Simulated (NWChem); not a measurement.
System: CHBrClF; SMILES F[C@@H](Cl)Br

Output (shortened):

```
             Northwest Computational Chemistry Package (NWChem) 7.3.0
             --------------------------------------------------------

 C1  symmetry detected

                             Geometry "geometry" -> ""
                             -------------------------

 Output coordinates in angstroms (scale by  1.889725989 to convert to a.u.)

  No.       Tag          Charge          X              Y              Z
 ---- ---------------- ---------- -------------- -------------- --------------
    1 F                    9.0000     1.63952100     0.80212059    -0.17406618
    2 C                    6.0000     0.45671188     0.58544713     0.42330006
    3 Cl                  17.0000    -0.70392319     1.84597749    -0.07169882
    4 Br                  35.0000    -0.17408618    -1.22093590    -0.03599140
    5 H                    1.0000     0.56375045     0.61937102     1.50537442

 Effective nuclear repulsion energy (a.u.)     318.4602963330

                                 NWChem DFT Module
                                 -----------------

 Summary of "ao basis" -> "ao basis" (spherical)
 ------------------------------------------------------------------------------
       Tag                 Description            Shells   Functions and Types
 ---------------- ------------------------------  ------  ---------------------
 F                          cc-pvqz                 15       55   5s4p3d2f1g
 C                          cc-pvqz                 15       55   5s4p3d2f1g
 Cl                         cc-pvqz                 17       59   6s5p3d2f1g
 Br                         cc-pvqz                 20       68   7s6p4d2f1g
 H                          cc-pvqz                 10       30   4s3p2d1f

            General Information
            -------------------
          SCF calculation type: DFT
          Wavefunction type:  closed shell.
          No. of atoms     :     5
          No. of electrons :    68
           Alpha electrons :    34
            Beta electrons :    34
          Charge           :     0
          Spin multiplicity:     1
          Use of symmetry is: off; symmetry adaption is: off
          Maximum number of iterations: 150
          AO basis - number of functions:   267
                     number of shells:    77
          Convergence on energy requested:  1.00D-06
          Convergence on density requested:  1.00D-05
          Convergence on gradient requested:  5.00D-04

              XC Information
              --------------
                  TPSS metaGGA Exchange Functional  1.000
             TPSS03 metaGGA Correlation Functional  1.000

             Grid Information
             ----------------
          Grid used for XC integration:  medium
          Radial quadrature: Mura-Knowles
          Angular quadrature: Lebedev.
          Tag              B.-S. Rad. Rad. Pts. Rad. Cut. Ang. Pts.
          ---              ---------- --------- --------- ---------
          F                   0.50       49           9.0       434
          C                   0.70       49           8.0       434
          Cl                  1.00       88          11.0       590
          Br                  1.15      112          10.0       590
          H                   0.35       45          10.0       434
          Grid pruning is: on
          Number of quadrature shells:   343
          Spatial weights used:  Erf1

      Superposition of Atomic Density Guess
      -------------------------------------

 Sum of atomic energies:       -3169.52982342

      Non-variational initial energy
      ------------------------------

 Total energy =   -3170.460094
 1-e energy   =   -5042.966850
 2-e energy   =    1554.046460
 HOMO         =      -0.375904
 LUMO         =      -0.367509

------------------------------------------------------------
EAF file 0: "./job.aoints.0" size=3197632512 bytes
------------------------------------------------------------
               write      read    awrite     aread      wait
               -----      ----    ------     -----      ----
     calls:     6104         1         0         0         0
   data(b): 3.20e+09  5.24e+05  0.00e+00  0.00e+00
   time(s): 0.00e+00  0.00e+00  0.00e+00  0.00e+00  0.00e+00
rate(mb/s): 0.00e+00  0.00e+00
------------------------------------------------------------

     ---------------------------------------------
      Total Density - Mulliken Population Analysis
     ---------------------------------------------

    Atom       Charge   Shell Charges
 -----------   ------   -------------------------------------------------------
    1 F    9     9.14   1.99 -0.03  0.45  1.03  0.02  0.61  1.67  2.16  1.28  0.00  0.00 -0.04 -0.00 -0.01 -0.00
    2 C    6     9.79   1.99 -0.04  0.24  1.52  4.47  0.13  0.51  0.91 -0.03 -0.00  0.08  0.18 -0.00 -0.18  0.00
    3 Cl  17    16.01   2.00  2.00 -0.08  0.39  1.16 -0.50  5.95  0.19  1.59  2.34  1.02 -0.06 -0.01  0.01  0.02  0.00 -0.01
    4 Br  35    33.16   2.00  2.00  2.00 -0.07  0.45  1.27 -0.17  6.00  6.01  0.26  1.48  1.72  0.31  9.33  0.63  0.02 -0.10  0.03  0.00 -0.01
    5 H    1    -0.10   0.05  0.19  0.54 -0.41  0.00 -0.07 -0.38  0.00 -0.03  0.00

[...]
```

Level: TPSS/cc-pVQZ. The geometry was optimised at B3LYP/6-31G* (spherical d).

**Question.** Which NWChem input produces such a log?

**Answer.** This is not unique; one that fits is the input that was run:
```
start job
memory heap 200 mb stack 900 mb global 1100 mb
geometry units angstroms noautoz
  F      1.642949     0.786646    -0.184777
  C      0.464640     0.577382     0.424015
  Cl    -0.693648     1.843566    -0.061970
  Br    -0.180384    -1.226168    -0.026569
  H      0.582043     0.612309     1.504982
end
basis spherical
  F library cc-pvqz
  C library cc-pvqz
  Cl library cc-pvqz
  Br library cc-pvqz
  H library cc-pvqz
end
dft
  xc xtpss03 ctpss03
  iterations 150
  semidirect filesize 400000000
  mulliken
end
task dft energy
```
